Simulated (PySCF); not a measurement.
A structure optimised at B3LYP-D3(BJ)/def2-TZVP, used in a PySCF frequency run:

```xyz
4

Cd     0.0023    -0.4715     0.0000
Cl    -0.0042    -2.7774     0.0000
Se     0.0410     1.9942     0.0000
H     -1.4316     2.0450     0.0000
```
Charge 0, spin multiplicity 1.

### Question
Write its SMILES, formula and point group.

### Answer
[Cl][Cd][SeH], CdClHSe, Cs

### Question
What are its rotational constants (standard atomic weights)?

### Answer
233.85, 0.81983, 0.81696 GHz
